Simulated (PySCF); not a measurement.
# Broadened absorption spectrum of C2H9B2N

C2H9B2N.
SMILES: `BN(B)CC`

Method used: PySCF, TDDFT wB97X-D/def2-SVPD, vertical, gas phase, core orbitals frozen in the response. Isolated species at its PBE0-D3(BJ)/def2-SVP geometry (one conformer only). Torsions of this conformer, `[BH2:1][N:2]([BH2:3])[CH2:4][CH3:5]`: B1–N2–C4–C5 90°.

Computed states:

| state | E (eV) | f |
| --- | --- | --- |
| S1 | 6.21 | 0.0008 |
| S2 | 6.61 | 0.082 |
| S3 | 6.68 | 0.100 |
| S4 | 7.55 | 0.022 |
| S5 | 8.08 | 0.0001 |
| S6 | 8.26 | 0.140 |
| S7 | 8.63 | 0.0042 |
| S8 | 8.79 | 0.015 |
| S9 | 8.97 | 0.027 |
| S10 | 8.98 | 0.0047 |

Broadening: Gaussians 0.4 eV wide at half height, area fixed by f = 4.319×10⁻⁹ ∫ε dν̃. The width is an assumption, not a result. The curve ends short of the highest state used, and states not computed would add to its high-energy end.

(1) Give the broadened spectrum and its maxima.

(2) Coming from long wavelengths, where does ε first pass 100 L mol⁻¹ cm⁻¹?

(3) On this curve, what absorbance would a 10⁻³ mol/L sample give at 193 nm over a 1 cm path?

Answers

(1) 
```tsv
E (eV)	ε (L mol⁻¹ cm⁻¹)
5.61	0
5.71	1
5.80	3
5.90	11
5.99	32
6.09	111
6.18	372
6.28	1324
6.38	3683
6.47	7111
6.57	10852
6.66	11989
6.76	9791
6.85	6150
6.95	2679
7.04	967
7.14	296
7.23	285
7.33	625
7.42	1079
7.52	1436
7.62	1360
7.71	1007
7.81	768
7.90	1237
8.00	3088
8.09	5873
8.19	8753
8.28	9357
8.38	7344
```

Maxima: 186 nm (6.65 eV), ε about 12000, made up of S2 (45%) and S3 (55%); 164 nm (7.55 eV), ε about 1500, made up of S4 (100%); 150 nm (8.26 eV), ε about 9400, made up of S6 (100%) (ε in L mol⁻¹ cm⁻¹; maxima over ε = 5, shares over 10%).

(2) At about 204 nm (6.08 eV), 0.13 eV below S1.

(3) 193 nm is 6.424 eV, where ε is about 5200 L mol⁻¹ cm⁻¹, so A = ε c l ≈ 5.2 (Beer–Lambert, with the gas-phase spectrum and the assumed width).

The vertical ionisation energy (ΔSCF) is 10.74 eV, 1.76 eV above S10.
